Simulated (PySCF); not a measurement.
PySCF input for GaCl, SMILES [Cl][Ga] (connectivity only; charge and spin as stated), neutral, multiplicity 1, IEF-PCM-PBE0/def2-TZVPD. Geometry: PBE-D3(BJ)/def2-TZVP.

```python
import numpy as np
from pyscf import gto, scf, dft
from pyscf.solvent import pcm

mol = gto.M(
    atom='''
    Ga    0.00000000    0.00000000   -0.79155488
    Cl    0.00000000    0.00000000    1.44342361
    ''',
    basis='def2-TZVPD',
    charge=0,
    spin=0,
    max_memory=1600,
    verbose=3,
)
mf = dft.RKS(mol, xc='pbe0').density_fit(auxbasis='def2-universal-jkfit')
mf.grids.level = 3
mf.conv_tol = 1e-9
mf.max_cycle = 100
mf.kernel()
res = {}
for name, eps in {'water': 78.355, '1-octanol': 9.8629, 'methanol': 32.613}.items():
    s = mf.PCM()
    s.with_solvent.method, s.with_solvent.eps, s.with_solvent.lebedev_order = 'IEF-PCM', eps, 29
    s.kernel(mf.make_rdm1())
    res[name] = (s.e_tot, eps, s.dip_moment(), s.mo_energy, s.converged)
    print(f'{name}: electrostatic solvation free energy {(s.e_tot - mf.e_tot) * 627.509474:.3f} kcal/mol')
```

Log of the run:

```
converged SCF energy = -2384.72849778365

WARN: PCM is an experimental feature. It is still in testing.
Features and APIs may be changed in the future.

converged SCF energy = -2384.73637836691
Dipole moment(X, Y, Z, Debye):  0.00000,  0.00000, -3.68378
water: electrostatic solvation free energy -4.945 kcal/mol

WARN: PCM is an experimental feature. It is still in testing.
Features and APIs may be changed in the future.

converged SCF energy = -2384.73528462854
Dipole moment(X, Y, Z, Debye):  0.00000,  0.00000, -3.52257
1-octanol: electrostatic solvation free energy -4.259 kcal/mol

WARN: PCM is an experimental feature. It is still in testing.
Features and APIs may be changed in the future.

converged SCF energy = -2384.73614737323
Dipole moment(X, Y, Z, Debye): -0.00000,  0.00000, -3.64961
methanol: electrostatic solvation free energy -4.800 kcal/mol
```

Self-consistency was reached.

Cost: roughly 22 core-seconds.
